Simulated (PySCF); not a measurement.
Vertical excitations of a molecule C4H7Cl from TDDFT-B3LYP/def2-SVPD (PySCF), as energy in eV (oscillator strength): 6.51 (0.001), 7.08 (0.005), 7.09 (0.042), 7.66 (0.039), 7.83 (0.000), 7.94 (0.000), 8.12 (0.012), 8.19 (0.032), 8.40 (0.026), 8.43 (0.005). Lowest triplet (TDA): 5.96 eV. Coordinates come from a PBE0-D3(BJ)/def2-SVP optimisation. The values are those of a single conformer.

**Question.** Pick the molecule that these values belong to.
A) CC1(Cl)CC1
B) ClCC1CC1
C) CC/C=C\Cl
D) ClC1CCC1

**Answer.** A, CC1(Cl)CC1
